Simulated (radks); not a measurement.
Species: Pb15+. Configuration: [Kr] 4d10 4f14 5s2 5p5. Calculated with a radial shooting solver on a logarithmic mesh with Libxc functionals: scalar-relativistic Kohn-Sham, LB94 model potential, spin-polarised, spherical densities, finite nucleus; open shells are filled with parallel spins first (spin-orbit coupling, left out, can overturn this in heavy ions); Fermi nuclear charge, rms radius 5.5012 fm.

Normalised radial functions P(r) = r R(r), r in bohr:

r         4f down    5s up
0.002666   0.0000   0.1909
0.003977   0.0000   0.2284
0.005934   0.0000   0.2510
0.008852   0.0001   0.2350
0.01321    0.0005   0.1488
0.0197     0.0021  -0.0291
0.02939    0.0083  -0.2609
0.04384    0.0307  -0.3869
0.06541    0.1018  -0.1708
0.09836    0.2953   0.3628
0.1467     0.6840   0.4953
0.2189     1.2132  -0.2870
0.3266     1.5418  -0.7695
0.4872     1.3403   0.3107
0.7268     0.7371   1.3464
1.084      0.2196   0.8696
1.617      0.0261   0.1631
2.413      0.0007   0.0062

4f down: eigenvalue -446.76 eV, 0 radial nodes, <r> = 0.443 bohr, 90 % of the charge inside 0.697 bohr. 5s up: eigenvalue -439.93 eV, 4 radial nodes at r = 0.0187, 0.0753, 0.195, 0.448 bohr, <r> = 0.805 bohr, 90 % of the charge inside 1.13 bohr.
